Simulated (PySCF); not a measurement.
C3H2F3, SMILES [C](F)(F)C(=C)F, multiplicity 2.

The structure is a stationary point at B3LYP-D3(BJ)/def2-SVP. The isomer is the one that the SMILES or the coordinates give; other isomers of the formula were not compared. Other conformers were not sampled.

These are PBE/def2-TZVP in PySCF values and carry that method's errors.

The molecule is in vacuum.

- total energy: -414.72190 hartree
- point group: Cs
- α spin, highest occupied and lowest empty level: -4.62 and 0.09 eV
- β spin, highest occupied and lowest empty level: -6.89 and -3.29 eV
- dipole moment: 0.99 D
- quadrupole, principal values (traceless, Buckingham form, about the centre of nuclear charge): -2.09, -0.59, 2.68 D·Å
- mean static polarisability: 41.2 bohr³ (6.10 Å³)
- polarisability, principal values: 25.6, 38.4, 59.5 bohr³
- ⟨S²⟩: 0.762 (pure state 0.75)
